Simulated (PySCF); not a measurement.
Fill in the blanks.

Compound: C8H16SSi.
Numbering: `[SiH3:1][S:2][C@:3]12[CH2:4][CH2:5][CH2:6][C@H:7]1[CH2:8][CH2:9][CH2:10]2` (hydrogens: H11, H12, H13 on Si1; H14, H15 on C4; H16, H17 on C5; H18, H19 on C6; H20 on C7; H21, H22 on C8; H23, H24 on C9; H25, H26 on C10)

Geometry (PBE0-D3(BJ)/def2-SVP, Å), atoms numbered from 1 in this order:
```
atom  x, y, z in Å
Si1    2.946    0.662   -0.103
S2     1.361    1.340   -1.371
C3    -0.152    0.867   -0.419
C4    -0.216   -0.627   -0.071
C5    -1.699   -0.967   -0.188
C6    -2.113   -0.219   -1.453
C7    -1.392    1.132   -1.350
C8    -2.188    2.251   -0.658
C9    -1.168    2.966    0.221
C10   -0.362    1.805    0.783
H11    2.986   -0.826    0.028
H12    4.198    1.132   -0.764
H13    2.857    1.245    1.272
H14    0.217   -0.847    0.918
H15    0.351   -1.204   -0.818
H16   -1.890   -2.050   -0.235
H17   -2.252   -0.581    0.685
H18   -1.752   -0.771   -2.336
H19   -3.203   -0.105   -1.564
H20   -1.058    1.476   -2.340
H21   -2.974    1.811   -0.020
H22   -2.693    2.911   -1.379
H23   -0.512    3.604   -0.395
H24   -1.621    3.602    0.997
H25   -0.965    1.275    1.542
H26    0.581    2.099    1.266
```

| property | level | value |
| --- | --- | --- |
| point group | PBE0-D3(BJ)/def2-SVP | ? |
| rotational constants A, B, C | PBE0-D3(BJ)/def2-SVP | ? |
| dipole moment | PBE0/pcSseg-1 | ? |
| HOMO energy | PBE0/pcSseg-1 | -6.81 eV |
| LUMO energy | PBE0/pcSseg-1 | ? |
| 13C chemical shifts (computed TMS as zero) by class | GIAO PBE0/pcSseg-1 | ? |
| 1H chemical shifts (computed TMS as zero) by class | GIAO PBE0/pcSseg-1 | ? |
| isotropic shieldings of nuclei other than C and H, by class | GIAO PBE0/pcSseg-1 | ? |

Electronic properties: PySCF, gas phase, density fitting. NMR classes are plain means over equivalent atoms (diastereotopic ones count apart unless rotation or inversion swaps them), as if these changed places fast; in this geometry the members of some classes differ.

(1) Give the 1H chemical shifts (computed TMS as zero) by class.

(2) What is the point group?

(3) Give the rotational constants A, B, C.

(4) The dipole moment?

(5) The 13C chemical shifts (computed TMS as zero) by class?

(6) Give the isotropic shieldings of nuclei other than C and H, by class.

(7) Give the LUMO energy.

Results:

(1) 4.57 (H11/H12/H13), 2.18 (H20), 1.90 (H15/H26), 1.88 (H18/H22), 1.69 (H16/H23), 1.50 (H14/H25), 1.46 (H17/H24), 1.10 (H19/H21) ppm.

(2) C1.

(3) 1.552, 0.754, 0.636 GHz.

(4) 1.83 D.

(5) 63.4 (C3), 57.6 (C7), 44.7 (C4/C10), 36.2 (C6/C8), 28.1 (C5/C9) ppm.

(6) 410 (Si1), 561 (S2) ppm.

(7) 0.35 eV.

A dipole of 1.83 D is allowed in C1, and pure rotational transitions are dipole-allowed. The rotational constants make it an asymmetric top with κ = (2B − A − C)/(A − C) = -0.74, nearer the prolate limit (−1). With B = h/(8π²I), that is 505.379 GHz u Å² over I, the principal moments of inertia are 325.6, 670.3 and 794.3 u Å² (most abundant isotopes).

For the NMR shielding job (PBE0/pcSseg-1), on an AMD EPYC with one thread, shared host with 64 logical CPUs at a one-minute load of 56, this took 4.1 min (with the writing of density and orbital grids) and 1.3 GiB of memory at its peak.

One conformer stands for the species.
